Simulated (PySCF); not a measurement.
# How the method changes the constants of SiHg⁺

State: ²Π (doublet), unpaired electrons π ↑. Set-up: Si def2-SVPD, Hg def2-SVPD with ECP60; scalar-relativistic core potentials (PySCF 2.14). De refers to Si⁺ + Hg in their high-spin ground configurations, without counterpoise correction. The functionals are run spin-unrestricted. A positive dipole points towards Hg; it is taken about the centre of mass and depends on that origin.

```json
{"Level": "UHF", "Re (Å)": "2.781", "ωe (cm⁻¹)": "176", "De (eV)": "0.98", "μ (D)": "-4.54", "CPU s a point (SCF and correlation, without the integrals)": "0.31"}
{"Level": "UHF-MP2", "Re (Å)": "2.606", "ωe (cm⁻¹)": "231", "De (eV)": "1.11", "μ (D)": "n/a", "CPU s a point (SCF and correlation, without the integrals)": "0.5"}
{"Level": "UHF-SCS-MP2", "Re (Å)": "2.628", "ωe (cm⁻¹)": "228", "De (eV)": "1.02", "μ (D)": "n/a", "CPU s a point (SCF and correlation, without the integrals)": "n/a"}
{"Level": "UHF-CCSD", "Re (Å)": "2.668", "ωe (cm⁻¹)": "200", "De (eV)": "1.09", "μ (D)": "n/a", "CPU s a point (SCF and correlation, without the integrals)": "n/a"}
{"Level": "UHF-CCSD(T)", "Re (Å)": "2.652", "ωe (cm⁻¹)": "205", "De (eV)": "1.16", "μ (D)": "n/a", "CPU s a point (SCF and correlation, without the integrals)": "18"}
{"Level": "PBE", "Re (Å)": "2.618", "ωe (cm⁻¹)": "210", "De (eV)": "1.52", "μ (D)": "-4.75", "CPU s a point (SCF and correlation, without the integrals)": "0.63"}
{"Level": "r²SCAN", "Re (Å)": "2.590", "ωe (cm⁻¹)": "220", "De (eV)": "1.58", "μ (D)": "-4.42", "CPU s a point (SCF and correlation, without the integrals)": "0.89"}
{"Level": "M06-L", "Re (Å)": "2.632", "ωe (cm⁻¹)": "210", "De (eV)": "1.53", "μ (D)": "-4.44", "CPU s a point (SCF and correlation, without the integrals)": "0.85"}
{"Level": "PBE0", "Re (Å)": "2.621", "ωe (cm⁻¹)": "213", "De (eV)": "1.47", "μ (D)": "-4.49", "CPU s a point (SCF and correlation, without the integrals)": "1.1"}
{"Level": "MN15", "Re (Å)": "2.608", "ωe (cm⁻¹)": "200", "De (eV)": "1.30", "μ (D)": "-5.02", "CPU s a point (SCF and correlation, without the integrals)": "1"}
{"Level": "B2PLYP", "Re (Å)": "2.655", "ωe (cm⁻¹)": "198", "De (eV)": "1.21", "μ (D)": "-4.56", "CPU s a point (SCF and correlation, without the integrals)": "0.8"}
```

The bond length runs from 2.590 Å (r²SCAN) to 2.781 Å (UHF). De spans 0.98 eV (UHF, mean field) to 1.58 eV (r²SCAN, meta-GGA). Correlation at CCSD(T) changes the Hartree–Fock bond energy by +0.18 eV; the triples alone change it by +0.07 eV.

Correlated steps freeze 5 core orbitals. Correlated levels converge slowly with the basis: in double zeta they bind strong bonds too weakly, by up to about 1 eV, and carry superposition errors of some tenths. Spin–orbit coupling is left out, which matters for elements this heavy, above all for dissociation energies. For an ion De counts to the pair picked by the measured ionisation energies or electron affinities, which need not be the lowest pair at this level. B2PLYP dipoles, levels and charges come from its SCF part alone. The state was picked by a PBE0 search and need not be the measured ground state.

The whole job (state search and all levels along the bond) took about 4 min on 1 thread of Oxide Virtual Turin-like (shared host), peak memory 0.81 GiB.
